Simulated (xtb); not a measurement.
FMg, charge +1, singlet, geometry from GFN2-xTB (such geometries of metal compounds can be far from the true shape); GFN2-xTB run with xtb 6.7.1.

Input for xtb:
```
$ xtb mol.xyz --gfn 2 --chrg 1 --etemp 10000 --json

# file mol.xyz
2

Mg    -0.00000000    -0.00000000    -0.74597931
F      0.00000000     0.00000000     0.99463908
```

Predict the main parts of the log of this xtb run.


```
   ID    Z sym.   atoms
    1   12 Mg     1
    2    9 F      2

           -------------------------------------------------
          |                Calculation Setup                |
           -------------------------------------------------

           -------------------------------------------------
          |                 G F N 2 - x T B                 |
           -------------------------------------------------

          ...................................................
          :                      SETUP                      :
          :.................................................:
          :  # basis functions                  14          :
          :  # atomic orbitals                  13          :
          :  # shells                            5          :
          :  # electrons                         8          :
          :  max. iterations                   250          :
          :  Hamiltonian                  GFN2-xTB          :
          :  restarted?                      false          :
          :  GBSA solvation                  false          :
          :  PC potential                    false          :
          :  electronic temp.        10000.0000000     K    :
          :  accuracy                    1.0000000          :
          :  -> integral cutoff          0.2500000E+02      :
          :  -> integral neglect         0.1000000E-07      :
          :  -> SCF convergence          0.1000000E-05 Eh   :
          :  -> wf. convergence          0.1000000E-03 e    :
          :  Broyden damping             0.4000000          :
          :  net charge                          1          :
          :  unpaired electrons                  0          :
          ...................................................

 iter      E             dE          RMSdq      gap      omega  full diag
   1     -2.4701765 -0.247018E+01  0.230E+01    1.16       0.0  T
   2     -4.1325991 -0.166242E+01  0.153E+01   17.94       1.0  T
   3     -4.3893012 -0.256702E+00  0.143E+01    7.73       1.0  T
   4     -4.2841451  0.105156E+00  0.143E+01   10.42       1.0  T
   5     -4.7662716 -0.482126E+00  0.542E+00    3.41       1.0  T
   6     -4.8013232 -0.350517E-01  0.373E+00    2.38       1.0  T
   7     -3.8694668  0.931856E+00  0.175E+01    0.63       1.0  T
   8     -3.5442281  0.325239E+00  0.211E+01    0.71       1.0  T
   9     -3.5882802 -0.440521E-01  0.208E+01    0.70       1.0  T
  10     -3.7371736 -0.148893E+00  0.192E+01    0.66       1.0  T
  11     -3.9043945 -0.167221E+00  0.175E+01    0.67       1.0  T
  12     -4.3653536 -0.460959E+00  0.110E+01    1.03       1.0  T
  13     -4.8056517 -0.440298E+00  0.112E+00    2.64       1.0  T
  14     -4.7838827  0.217691E-01  0.275E+00    3.30       1.0  T
  15     -4.7970009 -0.131183E-01  0.192E+00    2.33       1.0  T
  16     -4.8044028 -0.740188E-02  0.953E-01    2.86       1.0  T
  17     -4.8067617 -0.235890E-02  0.281E-01    2.72       1.0  T
  18     -4.8063464  0.415328E-03  0.448E-01    2.76       1.0  T
  19     -4.8068013 -0.454874E-03  0.236E-01    2.71       1.0  T
  20     -4.8069194 -0.118142E-03  0.140E-01    2.69       1.0  T
  21     -4.8069636 -0.441941E-04  0.746E-02    2.68       1.0  T
  22     -4.8069686 -0.498908E-05  0.594E-02    2.67       1.2  T
  23     -4.8069691 -0.490005E-06  0.467E-02    2.67       1.5  T
  24     -4.8069680  0.110527E-05  0.443E-02    2.67       1.6  T
  25     -4.8069711 -0.311285E-05  0.286E-02    2.67       2.5  T
  26     -4.8069734 -0.234709E-05  0.872E-03    2.67       8.1  T
  27     -4.8069737 -0.239229E-06  0.633E-04    2.66     111.7  T
  28     -4.8069737 -0.626628E-10  0.126E-04    2.66     562.2  T

   *** convergence criteria satisfied after 28 iterations ***

         :::::::::::::::::::::::::::::::::::::::::::::::::::::
         ::                     SUMMARY                     ::
         :::::::::::::::::::::::::::::::::::::::::::::::::::::
         :: total energy              -4.801677710543 Eh    ::
         :: gradient norm              0.031554884493 Eh/a0 ::
         :: HOMO-LUMO gap              2.664740048231 eV    ::
         ::.................................................::
         :: SCC energy                -4.806973664882 Eh    ::
         :: -> isotropic ES            0.238889377342 Eh    ::
         :: -> anisotropic ES         -0.001695395220 Eh    ::
         :: -> anisotropic XC         -0.000823666085 Eh    ::
         :: -> dispersion             -0.000285407823 Eh    ::
         :: repulsion energy           0.005295954339 Eh    ::
         :: add. restraining           0.000000000000 Eh    ::
         :: total charge               1.000000000000 e     ::
         :::::::::::::::::::::::::::::::::::::::::::::::::::::

           -------------------------------------------------
          |                Property Printout                |
           -------------------------------------------------

    * Orbital Energies and Occupations

         #    Occupation            Energy/Eh            Energy/eV
      -------------------------------------------------------------
         1        2.0000           -1.1792594             -32.0893
         2        1.8507           -0.8861241             -24.1127
         3        1.7927           -0.8747251             -23.8025
         4        1.7927           -0.8747251             -23.8025 (HOMO)
         5        0.5638           -0.7767977             -21.1377 (LUMO)
         6        0.0001           -0.4825031             -13.1296
         7        0.0001           -0.4825031             -13.1296
         8        0.0000           -0.4230728             -11.5124
         9        0.0000           -0.3143792              -8.5547
        10        0.0000           -0.3143792              -8.5547
        11                         -0.2669651              -7.2645
        12                         -0.2669651              -7.2645
        13                          0.2807790               7.6404
      -------------------------------------------------------------
                  HL-Gap            0.0979274 Eh            2.6647 eV
             Fermi-level           -0.8064090 Eh          -21.9435 eV

     #   Z          covCN         q      C6AA      α(0)
     1  12 Mg       0.639     0.826   340.022    55.643
     2   9 F        0.639     0.174     8.028     3.344

 Mol. C6AA /au·bohr⁶  :        418.894219
 Mol. C8AA /au·bohr⁸  :      33353.063698
 Mol. α(0) /au        :         58.986596

Wiberg/Mayer (AO) data.
largest (>0.10) Wiberg bond orders for each atom

 ---------------------------------------------------------------------------
     #   Z sym  total        # sym  WBO       # sym  WBO       # sym  WBO
 ---------------------------------------------------------------------------
     1  12 Mg   0.886 --     2 F    0.886
     2   9 F    0.886 --     1 Mg   0.886
 ---------------------------------------------------------------------------

Topologies differ in total number of bonds
Writing topology from bond orders to xtbtopo.mol

molecular dipole:
                 x           y           z       tot (Debye)
 q only:        0.000       0.000      -0.836
   full:        0.000       0.000      -1.439       3.659
molecular quadrupole (traceless):
                xx          xy          yy          xz          yz          zz
 q only:       -1.128       0.000      -1.128       0.000       0.000       2.257
  q+dip:       -1.845       0.000      -1.845      -0.000      -0.000       3.691
   full:       -0.735       0.000      -0.735      -0.000       0.000       1.471

           -------------------------------------------------
          | TOTAL ENERGY               -4.801677710543 Eh   |
          | GRADIENT NORM               0.031554884493 Eh/α |
          | HOMO-LUMO GAP               2.664740048231 eV   |
           -------------------------------------------------

normal termination of xtb
```
